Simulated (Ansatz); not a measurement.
Reaction (homolysis of the B–Si bond): `C[SiH2]B(F)Cl` → `F[B]Cl`• + `C[SiH2]`•

Computed with Ansatz on PBE0-D4/def2-TZVP structures; ΔE is electronic, products minus reactants. CCSD(T)/CBS adds triple-zeta CCSD(T) − MP2 to the extrapolated MP2 energy (def2 sets, frozen cores). This one scheme is used for every species. DFT in def2-TZVPP. Open shells (•) are unrestricted, without spin–orbit coupling. One conformer a species, not always the lowest.

`C[SiH2]B(F)Cl`:

```xyz
10

C    -0.005    0.609   -1.358
Si    0.629    0.265    0.367
B    -0.578   -1.016    1.379
F    -0.318   -1.386    2.616
Cl   -2.028   -1.694    0.648
H    -1.003    1.051   -1.320
H     0.655    1.300   -1.887
H    -0.070   -0.315   -1.936
H     0.724    1.522    1.164
H     1.993   -0.337    0.326
```

`F[B]Cl`•:

```xyz
3

F    -0.579    0.749   -0.856
B     0.384    0.060   -0.318
Cl    0.195   -0.809    1.174
```

`C[SiH2]`•:

Z-matrix (Å, degrees):
```
C
Si 1 1.875
H 1 1.092 2 110.8
H 1 1.094 2 110.5 3 119.9
H 1 1.092 2 110.8 3 -120.2
H 2 1.490 1 111.8 3 178.7
H 2 1.491 1 111.8 3 -58.2
```

| level | ΔE (eV) |
| --- | --- |
| PBE-D4 | 3.74 |
| PBE | 3.66 |
| CCSD(T)/def2-TZVPP | 3.84 |
| HF/CBS(def2) | 2.84 |

**Question.** What does CCSD(T)/CBS give? (An estimate is asked.)

**Answer.** Computed: +3.94 eV. The listed levels differ from it by -0.20, -0.28, -0.10, -1.10 eV.

Largest T1 diagnostic among the species: 0.015.

The D4 term adds +0.13 eV with B3LYP and +0.07 eV with PBE0; it sums over pairs of atoms, weighted by their polarisabilities, and B3LYP, whose exchange is more repulsive, gets the larger term. From PBE to PBE0 (25 % exact exchange), in def2-TZVPP and without D4, ΔE moves by +0.03 eV.

B3LYP here is the variant with VWN-RPA as its local correlation; programs differ in this.
